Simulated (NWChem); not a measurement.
System: C4H8; SMILES C(C=C)C

Input file for NWChem:

```
start job
memory heap 200 mb stack 900 mb global 1100 mb
geometry units angstroms noautosym nocenter noautoz
  C      0.047291     1.864571    -0.275826
  C      0.196102     0.721484     0.395690
  C     -0.574644    -0.538954     0.153948
  C      0.316020    -1.723280    -0.210069
  H     -0.689736     1.962364    -1.080188
  H      0.651865     2.746154    -0.046652
  H      0.952397     0.674208     1.191484
  H     -1.144756    -0.788168     1.067671
  H     -1.320433    -0.366463    -0.639684
  H      0.880240    -1.525965    -1.134634
  H     -0.277738    -2.637219    -0.364104
  H      1.049002    -1.933931     0.585194
end
basis spherical
  * library def2-svp
end
dft
  xc pbe0
  iterations 150
end
cosmo
  dielec 4.8
end
task dft energy
```

Output (shortened):

```
             Northwest Computational Chemistry Package (NWChem) 7.3.0
             --------------------------------------------------------

                             Geometry "geometry" -> ""
                             -------------------------

 Output coordinates in angstroms (scale by  1.889725989 to convert to a.u.)

  No.       Tag          Charge          X              Y              Z
 ---- ---------------- ---------- -------------- -------------- --------------
    1 C                    6.0000     0.04729100     1.86457100    -0.27582600
    2 C                    6.0000     0.19610200     0.72148400     0.39569000
    3 C                    6.0000    -0.57464400    -0.53895400     0.15394800
    4 C                    6.0000     0.31602000    -1.72328000    -0.21006900
    5 H                    1.0000    -0.68973600     1.96236400    -1.08018800
    6 H                    1.0000     0.65186500     2.74615400    -0.04665200
    7 H                    1.0000     0.95239700     0.67420800     1.19148400
    8 H                    1.0000    -1.14475600    -0.78816800     1.06767100
    9 H                    1.0000    -1.32043300    -0.36646300    -0.63968400
   10 H                    1.0000     0.88024000    -1.52596500    -1.13463400
   11 H                    1.0000    -0.27773800    -2.63721900    -0.36410400
   12 H                    1.0000     1.04900200    -1.93393100     0.58519400

 Effective nuclear repulsion energy (a.u.)     116.9051687205

                                 NWChem DFT Module
                                 -----------------

 Summary of "ao basis" -> "ao basis" (spherical)
 ------------------------------------------------------------------------------
       Tag                 Description            Shells   Functions and Types
 ---------------- ------------------------------  ------  ---------------------
 C                          def2-svp                 6       14   3s2p1d
 H                          def2-svp                 3        5   2s1p

 in cosmo_initialize ...

 solvent parameters
 solvname_short: unkn
 solvname_long:  unknown
 dielec:        4.8000

          ---------------
          -cosmo- solvent
          ---------------
 Cosmo: York-Karplus, doi: 10.1021/jp992097l
 dielectric constant -eps-     =   4.80
 screen = (eps-1)/(eps    )    =   0.79167
 surface charge correction     = lagrangian

   van der Waals surface
 --------------------------

 ---------- ATOMIC COORDINATES (A.U.) ------------ VDWR(ANG.) --
     1    0.08936703    3.52352828   -0.52123556     2.000
     2    0.37057905    1.36340707    0.74774568     2.000
     3   -1.08591970   -1.01847538    0.29091954     2.000
     4    0.59719121   -3.25652700   -0.39697285     2.000
     5   -1.30341204    3.70833025   -2.04125934     1.300
     6    1.23184623    5.18947858   -0.08815950     1.300
     7    1.79976936    1.27406838    2.25157828     1.300
     8   -2.16327516   -1.48942155    2.01760564     1.300
     9   -2.49525656   -0.69251465   -1.20882748     1.300
    10    1.66341240   -2.88365572   -2.14414736     1.300
    11   -0.52484872   -4.98362128   -0.68805679     1.300
    12    1.98232634   -3.65459967    1.10585631     1.300
 number of segments per atom =         32
 number of   points per atom =         32
 atom (   nspa,  nppa )
 ----------------------
    1 (     22,     0 )       0
    2 (     15,     0 )       0
    3 (     12,     0 )       0
    4 (     19,     0 )       0
    5 (     14,     0 )       0
    6 (     15,     0 )       0
    7 (     12,     0 )       0
    8 (     15,     0 )       0
    9 (     14,     0 )       0
   10 (     15,     0 )       0
   11 (     15,     0 )       0
   12 (     16,     0 )       0
 number of -cosmo- surface points =      184
 molecular surface =    115.661 angstrom**2
 molecular volume  =     96.220 angstrom**3
 G(cav/disp)       =      1.438 kcal/mol
 -lineq- algorithm             =   0
 -bem- low  level              =   2
 -bem- from -octahedral-
 gaussian surface charge width =   4.50000
 degree of switching           =   1.00000
 switching function tolerance  =   0.00010
 atomic radii =
 --------------
    1  6.000  2.000
    2  6.000  2.000
    3  6.000  2.000
    4  6.000  2.000
    5  1.000  1.300
    6  1.000  1.300
    7  1.000  1.300
    8  1.000  1.300
    9  1.000  1.300
   10  1.000  1.300
   11  1.000  1.300
   12  1.000  1.300
 ...... end of -cosmo- initialization ......

[...]

                                   COSMO solvation results
                                   -----------------------

                 gas phase energy =      -156.906100451202
                 sol phase energy =      -156.907936925714
 (electrostatic) solvation energy =         0.001836474512 (    1.15 kcal/mol)

                       DFT Final Molecular Orbital Analysis
                       ------------------------------------

 Vector   14  Occ=2.000000D+00  E=-3.494527D-01
              MO Center= -1.3D-01, -8.1D-01, -4.0D-02, r^2= 3.1D+00
   Bfn.  Coefficient  Atom+Function         Bfn.  Coefficient  Atom+Function
  ----- ------------  ---------------      ----- ------------  ---------------
    34      0.250234   3 C  pz               72      0.240219   8 H  s
    82      0.234512  10 H  s                77     -0.225618   9 H  s
    48     -0.224449   4 C  pz               33     -0.194478   3 C  py
    92     -0.194070  12 H  s                47      0.188390   4 C  py
    19      0.150753   2 C  py                5     -0.129704   1 C  py

 Vector   15  Occ=2.000000D+00  E=-3.426396D-01
              MO Center= -3.2D-02,  1.1D-01,  7.1D-02, r^2= 3.7D+00
   Bfn.  Coefficient  Atom+Function         Bfn.  Coefficient  Atom+Function
  ----- ------------  ---------------      ----- ------------  ---------------
    67      0.237672   7 H  s                32     -0.224802   3 C  px
    18      0.219854   2 C  px               77      0.205496   9 H  s
    62     -0.174752   6 H  s                57      0.173493   5 H  s
    87     -0.174113  11 H  s                33     -0.162800   3 C  py
    19      0.155394   2 C  py               46      0.149408   4 C  px

 Vector   16  Occ=2.000000D+00  E=-2.730043D-01
              MO Center=  5.0D-02,  1.1D+00,  4.9D-02, r^2= 2.2D+00
   Bfn.  Coefficient  Atom+Function         Bfn.  Coefficient  Atom+Function
  ----- ------------  ---------------      ----- ------------  ---------------
     4      0.277415   1 C  px                6     -0.267484   1 C  pz
    18      0.248088   2 C  px               20     -0.245856   2 C  pz
     7      0.204302   1 C  px                9     -0.192143   1 C  pz
    23     -0.174473   2 C  pz               21      0.168636   2 C  px
    72      0.144200   8 H  s                 5     -0.123560   1 C  py

 Vector   17  Occ=0.000000D+00  E= 1.706070D-02
              MO Center=  7.6D-02,  1.1D+00,  6.5D-02, r^2= 2.9D+00
   Bfn.  Coefficient  Atom+Function         Bfn.  Coefficient  Atom+Function
  ----- ------------  ---------------      ----- ------------  ---------------
    23      0.448379   2 C  pz                9     -0.431241   1 C  pz
     7      0.419081   1 C  px               21     -0.389062   2 C  px
    45      0.365552   4 C  s                88     -0.298374  11 H  s
    18     -0.287037   2 C  px               20      0.285703   2 C  pz
     4      0.272595   1 C  px                6     -0.264128   1 C  pz

 Vector   18  Occ=0.000000D+00  E= 8.288133D-02
              MO Center=  2.9D-02, -8.7D-01,  2.7D-01, r^2= 6.9D+00
   Bfn.  Coefficient  Atom+Function         Bfn.  Coefficient  Atom+Function
  ----- ------------  ---------------      ----- ------------  ---------------
    45      1.535589   4 C  s                31      1.515497   3 C  s
    73     -0.909577   8 H  s                93     -0.851834  12 H  s
    83     -0.740208  10 H  s                88     -0.734923  11 H  s
    78     -0.712859   9 H  s                68     -0.702814   7 H  s
    21      0.498869   2 C  px               35     -0.407886   3 C  px

 Vector   19  Occ=0.000000D+00  E= 1.023585D-01
              MO Center= -2.8D-01,  3.6D-01, -1.8D-01, r^2= 6.6D+00
   Bfn.  Coefficient  Atom+Function         Bfn.  Coefficient  Atom+Function
  ----- ------------  ---------------      ----- ------------  ---------------
    78      1.168863   9 H  s                68     -1.070805   7 H  s
    31     -0.981292   3 C  s                58      0.973568   5 H  s
    17      0.769301   2 C  s                93     -0.575654  12 H  s
     3     -0.415669   1 C  s                 7      0.382947   1 C  px
    37      0.359933   3 C  pz                9      0.342507   1 C  pz

     Multipole analysis of the density
     ---------------------------------

     L   x y z        total         alpha         beta         nuclear
     -   - - -        -----         -----         ----         -------
     0   0 0 0     -0.000000    -16.000000    -16.000000     32.000000

     1   1 0 0     -0.032067     -0.024967     -0.024967      0.017867
     1   0 1 0     -0.190811     -0.165237     -0.165237      0.139662
     1   0 0 1      0.051961      0.062315      0.062315     -0.072669

     2   2 0 0    -19.906791    -27.163712    -27.163712     34.420633
     2   1 1 0      0.541058      0.638204      0.638204     -0.735350
     2   1 0 1      0.985668     -0.661125     -0.661125      2.307918
     2   0 2 0    -19.509944   -133.259971   -133.259971    247.009998
     2   0 1 1     -0.511306      0.084242      0.084242     -0.679789
     2   0 0 2    -19.636250    -23.572131    -23.572131     27.508011
```

Level: PBE0/def2-SVP, COSMO on the gas-phase geometry. Coordinates come from a PBE0/def2-SVP optimisation. COSMO prints the solvation energy as gas minus solution, so a positive value is a stabilisation.
